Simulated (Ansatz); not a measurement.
`FBC(F)Cl` + `BrCBr` → `FBBr` + `FC(Cl)CBr`  (formal exchange of groups at a B–C bond)

Gas-phase electronic energies from Ansatz, PBE0-D4/def2-TZVP geometries. CCSD(T)/CBS adds triple-zeta CCSD(T) − MP2 to the extrapolated MP2 energy (def2 sets, frozen cores). Functionals use def2-TZVPP. B3LYP here is the variant with VWN-RPA as its local correlation; programs differ in this. For Br outer-core shells are correlated without core-valence functions, which leaves a few kJ/mol of doubt a bond. Scalar relativity is left out up to krypton. Each species was taken in one conformer, which may not be the lowest.

Question: Is it downhill or uphill in electronic energy at CCSD(T)/CBS, and by how much? (An estimate is asked.)

Answer: The calculation gave: Downhill: ΔE = -132.9 kJ/mol.

Question: What do these levels give: PBE-D4, ωB97M-V, PBE, r2SCAN, PBE0, B3LYP, HF/def2-TZVPP, MP2/def2-TZVPP, CCSD/def2-TZVPP, CCSD(T)/def2-TZVPP, HF/def2-QZVPP, CCSD/CBS(def2)? (An estimate is asked.)

Answer: Ansatz gave: PBE-D4 -119.9, ωB97M-V -128.9, PBE -118.5, r2SCAN -128.3, PBE0 -125.9, B3LYP -119.1, HF/def2-TZVPP -132.7, MP2/def2-TZVPP -135.7, CCSD/def2-TZVPP -131.5, CCSD(T)/def2-TZVPP -130.9, HF/def2-QZVPP -132.2, CCSD/CBS(def2) -133.4 kJ/mol.

Largest T1 diagnostic among the species: 0.013.

From PBE to PBE0 (25 % exact exchange), in def2-TZVPP and without D4, ΔE moves by −7.4 kJ/mol.
